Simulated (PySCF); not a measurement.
SMILES COc1ccc(C#N)cc1, GFN2-xTB optimised geometry.

```
17

C     -2.37    -2.42     0.01
O     -0.96    -2.34     0.00
C     -0.37    -1.12     0.00
C     -1.06     0.09     0.00
C     -0.35     1.28     0.00
C      1.04     1.28     0.00
C      1.75     2.50     0.00
N      2.33     3.49     0.00
C      1.73     0.06     0.00
C      1.02    -1.12     0.00
H     -2.60    -3.49     0.02
H     -2.81    -1.96    -0.88
H     -2.79    -1.96     0.91
H     -2.14     0.12     0.00
H     -0.89     2.22     0.00
H      2.81     0.06     0.00
H      1.53    -2.07     0.00
```

Density from PBE0/def2-SVP in PySCF 2.14.0 at that geometry.

Minimum of the electron density along straight lines between bonded atoms, close to the bond critical point (lines longer than 1.1 times the sum of covalent radii, or with two minima, are not listed):

```json
[
 {"bond": "C1–O2", "length / Å": "1.409", "ρ at the minimum / e bohr⁻³": "0.253", "∇²ρ there / e bohr⁻⁵": "-0.31", "position (fraction from the first atom)": "0.34"},
 {"bond": "O2–C3", "length / Å": "1.354", "ρ at the minimum / e bohr⁻³": "0.290", "∇²ρ there / e bohr⁻⁵": "-0.30", "position (fraction from the first atom)": "0.67"},
 {"bond": "C3–C4", "length / Å": "1.394", "ρ at the minimum / e bohr⁻³": "0.308", "∇²ρ there / e bohr⁻⁵": "-0.79", "position (fraction from the first atom)": "0.52"},
 {"bond": "C4–C5", "length / Å": "1.381", "ρ at the minimum / e bohr⁻³": "0.312", "∇²ρ there / e bohr⁻⁵": "-0.79", "position (fraction from the first atom)": "0.50"},
 {"bond": "C5–C6", "length / Å": "1.393", "ρ at the minimum / e bohr⁻³": "0.306", "∇²ρ there / e bohr⁻⁵": "-0.77", "position (fraction from the first atom)": "0.50"},
 {"bond": "C6–C7", "length / Å": "1.411", "ρ at the minimum / e bohr⁻³": "0.288", "∇²ρ there / e bohr⁻⁵": "-0.75", "position (fraction from the first atom)": "0.47"},
 {"bond": "C7–N8", "length / Å": "1.147", "ρ at the minimum / e bohr⁻³": "0.475", "∇²ρ there / e bohr⁻⁵": "0.37", "position (fraction from the first atom)": "0.34"},
 {"bond": "C6–C9", "length / Å": "1.398", "ρ at the minimum / e bohr⁻³": "0.303", "∇²ρ there / e bohr⁻⁵": "-0.76", "position (fraction from the first atom)": "0.50"},
 {"bond": "C3–C10", "length / Å": "1.400", "ρ at the minimum / e bohr⁻³": "0.308", "∇²ρ there / e bohr⁻⁵": "-0.80", "position (fraction from the first atom)": "0.52"},
 {"bond": "C9–C10", "length / Å": "1.374", "ρ at the minimum / e bohr⁻³": "0.316", "∇²ρ there / e bohr⁻⁵": "-0.81", "position (fraction from the first atom)": "0.50"},
 {"bond": "C1–H11", "length / Å": "1.089", "ρ at the minimum / e bohr⁻³": "0.285", "∇²ρ there / e bohr⁻⁵": "-1.11", "position (fraction from the first atom)": "0.64"},
 {"bond": "C1–H12", "length / Å": "1.094", "ρ at the minimum / e bohr⁻³": "0.280", "∇²ρ there / e bohr⁻⁵": "-1.06", "position (fraction from the first atom)": "0.64"},
 {"bond": "C1–H13", "length / Å": "1.094", "ρ at the minimum / e bohr⁻³": "0.280", "∇²ρ there / e bohr⁻⁵": "-1.06", "position (fraction from the first atom)": "0.64"},
 {"bond": "C4–H14", "length / Å": "1.078", "ρ at the minimum / e bohr⁻³": "0.283", "∇²ρ there / e bohr⁻⁵": "-1.07", "position (fraction from the first atom)": "0.63"},
 {"bond": "C5–H15", "length / Å": "1.080", "ρ at the minimum / e bohr⁻³": "0.285", "∇²ρ there / e bohr⁻⁵": "-1.11", "position (fraction from the first atom)": "0.64"},
 {"bond": "C9–H16", "length / Å": "1.080", "ρ at the minimum / e bohr⁻³": "0.286", "∇²ρ there / e bohr⁻⁵": "-1.11", "position (fraction from the first atom)": "0.64"},
 {"bond": "C10–H17", "length / Å": "1.078", "ρ at the minimum / e bohr⁻³": "0.284", "∇²ρ there / e bohr⁻⁵": "-1.09", "position (fraction from the first atom)": "0.64"}
]
```
